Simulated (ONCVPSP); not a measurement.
# platinum (Pt), ONCV: configuration errors across variants

ONCVPSP 4.0.1 input, shortened (lines: element, Z, core and valence counts, functional; n l f; lmax; l rc ep ncon nbas qcut; lloc lpopt rc5 dvloc0; l nproj debl; icmod fcfact rcfact), PBEsol, scalar-relativistic:

```
  Pt 78.00   10    4  -116133      upf
    1    0    2.00
    2    0    2.00
    2    1    6.00
    3    0    2.00
    3    1    6.00
    3    2   10.00
    4    0    2.00
    4    1    6.00
    4    2   10.00
    4    3   14.00
    5    0    2.00
    5    1    6.00
    5    2    9.00
    6    0    1.00
    3
    0    1.60    0.00    3    6    7.70
    1    1.50    0.00    3    7    8.60
    2    2.15    0.00    4    9    6.80
    3    1.50    0.23    4    7    8.00
    3    5    1.50    0.00
    0    2    3.80
    1    3    3.20
    2    1    1.20
    3    0    0.30
    3    4.50    1.15
```

All-electron excitation energies from the reference (eV): (1) 5s2 5p6 5d9 6s0 9.226; (2) 5s2 5p6 5d8 6s0 29.223; (3) 5s2 5p6 5d7 6s0 61.471; (4) 5s2 5p6 5d9 6s0.5 3.713.

A true bound ghost makes a file unfit for plane-wave use even where its test errors are small: the radial tests pick states by their node count and pass the ghost by.

Errors AE − PS in meV (a dash: test not solved or not reliable):

| change | (1) | (2) | (3) | (4) | bound ghosts | GHOST(+) flags above zero |
| --- | --- | --- | --- | --- | --- | --- |
| base | -4.1 | -21 | -73 | -1.5 | s | p, d |
| p: qcut 5.6 | -4.0 | -21 | -72 | -1.5 | s | d |
| p: qcut 6.2 | -4.0 | -21 | -72 | -1.5 | s | d |
| p: qcut 8 | -4.1 | -21 | -72 | -1.5 | s | p, d |
| p: qcut 9.4 | -4.1 | -21 | -73 | -1.5 | s | d |
| p: qcut 10.5 | -4.1 | -21 | -73 | -1.5 | s | p, d |
| p: qcut 12.3 | -4.1 | -21 | -74 | -1.5 | s | p, d |

(1) Give the same row for: p: qcut 11.5.

Answers

(1) -4.1, -21, -74, -1.5; bound ghosts: s; GHOST(+) flags above zero: p, d.
